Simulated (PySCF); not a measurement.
Species: C5H5FNO3 (doublet state).
Cartesian coordinates in Å at the GFN2-xTB level; atoms count from 1:
```
atom  x, y, z in Å
C1     2.3089    1.0870    0.4546
C2     1.1178    0.6783   -0.3827
O3     0.3552    1.4602   -0.9042
N4     1.1068   -0.6648   -0.6178
C5     0.1453   -1.5127   -0.4593
C6    -1.0620   -1.2687    0.1947
F7    -1.9673   -2.2410    0.2753
O8    -1.3533   -0.1130    0.7900
C9    -2.6176    0.3705    0.9471
O10   -3.6186   -0.1485    0.5828
H11    3.2053    0.9838   -0.1529
H12    2.4065    0.4398    1.3221
H13    2.1970    2.1229    0.7604
H14    0.2944   -2.5161   -0.8426
H15   -2.5227    1.3302    1.4708
```

The hyperfine couplings belong to this conformer and change with its torsions.

As a line formula: `O(C=O)[C](/C=N\C(=O)C)F` [radical].

Theory: UKS B3LYP, pcH-1 on C F H N O, non-relativistic, mean-field spin-orbit, GIAO (PySCF). Geometry: GFN2-xTB, one conformer, isolated molecule. The geometry wasn't refined by DFT: couplings that depend on bond lengths, twists or pyramidal angles can differ widely from those at the functional's own minimum. The frame is twisted about the C2–N4 bond at this geometry (dihedral O3–C2–N4–C5 = -58°); couplings at other torsion angles weren't computed. The SCF solution wasn't tested for stability.

Q: What is the g tensor, term by term?

A: 
```
                    Δg (ppm)     1     2     3
relativistic mass correction  -250  -250  -250
            gauge correction     3    42    46
   orbital Zeeman/spin–orbit   425  2431  3039
                       total   179  2223  2835
```

So g = 2.00250, 2.00454, 2.00515 and g_iso = 2.00406; the tensor is rhombic: the two nearest values differ by 23 % of g3 − g1. 

Q: What are the electron Larmor frequencies g μB B/h along the three axes at 1200 mT?

A: 33.6329, 33.6673, 33.6776 GHz for g1, g2 and g3, a range of 44.6 MHz.

Q: What effective moment and Curie constant follow for a powder?

A: With the mean of g² = 4.0163 and S(S+1) = 0.75: μ_eff = √(⟨g²⟩S(S+1)) = 1.736 μB and χT = 0.12505·⟨g²⟩·S(S+1) = 0.377 cm³ K/mol (cgs; spin-Hamiltonian part alone).

Q: At 33.866 GHz, how far is the centre of the isotropic spectrum from where a free electron (g = 2.002319) resonates?

A: B = hν/(g μB) with μB/h = 13.99624 MHz/mT gives 1208.42 mT for the free electron and 1207.37 mT at g_iso, 1.05 mT lower.

Q: In a frozen sample, at which fields do the three g values resonate at 9.5, 34, 94 and 263 GHz (hyperfine left aside), and which band first spreads them over more than twice a line width of 0.3 mT?

A: 
| band | GHz | B(g3) mT | B(g2) mT | B(g1) mT | spread mT |
| --- | --- | --- | --- | --- | --- |
| X | 9.5 | 338.50 | 338.61 | 338.95 | 0.45 |
| Q | 34.0 | 1211.49 | 1211.86 | 1213.10 | 1.61 |
| W | 94.0 | 3349.41 | 3350.43 | 3353.85 | 4.44 |
| J | 263.0 | 9371.23 | 9374.09 | 9383.66 | 12.43 |

The spread grows in proportion to the frequency. Q band is the first where it exceeds 0.6 mT.

The largest Mulliken spin populations are on C6 (+0.54), N4 (+0.45) and C5 (-0.14). The angles at C6 add up to 360.0°, so it is planar.

The HOMO–LUMO gaps are 5.13 eV among the α and 3.38 eV among the β orbitals.
